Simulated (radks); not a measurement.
The europium ion Eu+ inside a hard spherical wall (all orbitals vanish at R), configuration held at [Xe] 4f7 6s1 and not refilled when levels cross. Method: scalar-relativistic Kohn-Sham, PBEsol, spin-polarised, spherical densities, point nucleus; open shells are filled with parallel spins first (spin-orbit coupling, left out, can overturn this in heavy ions); computed with a radial shooting solver on a logarithmic mesh with Libxc functionals. Eigenvalues in eV for spin up, with the zero of energy where the potential of the charges vanishes at infinity; a dash marks a level that is unbound or too diffuse for the functional's potential to be trusted. A positive occupied level is held by the wall or, in an anion where self-interaction has pushed it up, behind a barrier. The pressure on the wall is -dE/dV.

R (bohr)	E (hartree)	kinetic (hartree)	e(5s)	e(5p)	e(4f)	e(6s)	e(5d, empty)	e(6p, empty)	pressure (GPa)
free	-10840.4025	11613.760	-51.955	-30.803	-10.343	-8.958	-7.609	-5.616	0
15	-10840.4025	11613.760	-51.955	-30.803	-10.343	-8.958	-7.609	-5.615	< 0.0001
7	-10840.3898	11613.852	-51.588	-30.448	-9.979	-8.444	-7.253	-4.335	0.692
6	-10840.3632	11613.993	-51.165	-30.048	-9.548	-7.544	-6.761	-2.635	2.87
3.5	-10839.4968	11617.877	-45.652	-24.614	-3.083	12.669	1.997	25.648	269
2.5	-10835.0524	11635.854	-29.550	-6.084	15.734	77.049	29.141	101.15	4040
2	-10824.5975	11672.842	0.098	29.305	43.544	184.69	76.279	219.12	21600
1.5	-10783.2256	11806.063	105.37	150.81	114.19	494.48	221.03	544.90	171000
